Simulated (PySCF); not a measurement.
AlI3: from structure and modes to constants

Method: BP86 in PySCF with Al def2-TZVP, I def2-TZVP with ECP28; scalar-relativistic core potentials, no spin–orbit coupling; density-fitted integrals.

The singlet minimum has D3h symmetry. Masses (u): Al 26.98154, I 126.90447.

```xyz
4
charge 0 multiplicity 1, angstrom
Al    0.0000    0.0000    0.0000
I     0.0014    0.0000    2.4745
I     2.1423    0.0000   -1.2385
I    -2.1437    0.0000   -1.2360
```

Harmonic wavenumbers (cm⁻¹): 61.9 (e', ×2), 140.3 (a2'', ×1), 153.3 (a1', ×1), 412.9 (e', ×2).

Find the principal moments of inertia and the rotational constants. What kind of rotor is it?

About the centre of mass I = 1165.6, 1165.6, 2331.2 u Å². With B = 16.8576/I this gives 0.01446, 0.01446, 0.007231 cm⁻¹. The molecule is an oblate symmetric top.

What is the harmonic zero-point energy?

Half the sum of all 6 wavenumbers, 1243/2 = 622 cm⁻¹, which is 7.4 kJ/mol (1 cm⁻¹ = 0.0119627 kJ/mol).

Find the vibrational entropy and heat capacity at 298.15 K.

With u = 1.43878 ω/T, each mode gives S = R[u/(eᵘ−1) − ln(1−e⁻ᵘ)] and C = R u² eᵘ/(eᵘ−1)².
```
  ω (cm⁻¹)      u  S (J/(mol K))  C (J/(mol K))
 61.9 (×2)  0.299          18.39           8.25
     140.3  0.677          11.71           8.00
     153.3  0.740          11.01           7.95
412.9 (×2)  1.992           3.83           6.03
```
The sums over all modes are S = 67.2 and C = 44.5 J/(mol K); the softest mode gives 27 % of the entropy (each member, where degenerate).
